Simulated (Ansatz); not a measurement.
The Ga1–H6 bond of GaGeH5 (SMILES [GaH2][GeH3]) is stretched (multiplicity 1, the rest rigid).
Geometry at rest (charge 0, multiplicity 1):
```xyz
7

Ga    -1.230    -0.078    -0.292
Ge     1.157     0.070     0.274
H      1.982    -1.143    -0.200
H      1.787     1.329    -0.362
H      1.359     0.200     1.799
H     -2.217     1.045     0.203
H     -1.801    -1.270    -1.146
```

Correlated levels freeze the cores. Filled d and f shells under p-block atoms count as core.

The values were computed with Ansatz (Gaussian orbitals). Each number belongs to the level named beside it.

FIC-MRCISD+Q on CASSCF(2,2)/cc-pVTZ, total energies (hartree):

| R (Å) | CASSCF | MRCISD | weight c² of the reference |
|---|---|---|---|
| 1.575 | -4001.597647 | -4001.813107 | 0.89746 |
| 2.755 | -4001.517958 | -4001.724514 | 0.89694 |
| 5.038 | -4001.481981 | -4001.685195 | 0.89729 |

Question: Add the Davidson correction (E_MRCISD − E_CASSCF)(1 − c²)/c² and give the energies above the first point at the three levels.

Answer: 
Corrections (hartree): -0.024618, -0.023734, -0.023260. Above the first point (kcal/mol):
- R = 2.755 Å: CASSCF 50.0, MRCISD 55.6, with the correction 56.1
- R = 5.038 Å: CASSCF 72.6, MRCISD 80.3, with the correction 81.1

Ansatz is a program for electronic structure.
